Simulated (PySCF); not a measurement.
Bi2O2Cl2: from a saddle point downhill

PySCF 2.14.0, RKS PBE, Bi def2-SVP with ECP60, O def2-SVP, Cl def2-SVP; non-relativistic Hamiltonian with scalar-relativistic core potentials where named; density fitting; no spin-orbit coupling. Relaxed within the symmetry of its start, the geometry (D2h) is

```xyz
6

Bi    0.0000    0.0000    1.6217
Bi    0.0000    0.0000   -1.6217
O     1.4735    0.0000    0.0000
O    -1.4735    0.0000    0.0000
Cl    0.0000    0.0000    4.2870
Cl    0.0000    0.0000   -4.2870
```

and its lowest harmonic modes are -262, -139, -108, -46, 31, 131 cm⁻¹ (negative: unstable). It was moved along the lowest mode and relaxed again, within the group C2v that the move left.

Task: Where does it end, and how much lower?

Result: In C2v, 2.650 eV lower, after 16 steps:
```xyz
6

Bi    0.0000   -0.7087    1.6146
Bi    0.0000   -0.7087   -1.6146
O     1.4008   -0.7125    0.0000
O    -1.4008   -0.7125    0.0000
Cl    0.0000    1.7049    2.2702
Cl    0.0000    1.7049   -2.2702
```

Task: How do the contacts change?

Result: 
```csv
contact,saddle (Å),end (Å)
Bi1–O3 (O),2.191,2.138
Bi1–O4 (O),2.191,2.138
Bi1–Cl5 (Cl),2.665,2.501
Bi2–Cl6 (Cl),2.665,2.501
```


Task: Is the end a minimum?

Result: Yes; lowest modes 42, 68, 81, 153, 163, 221 cm⁻¹.

State: singlet.
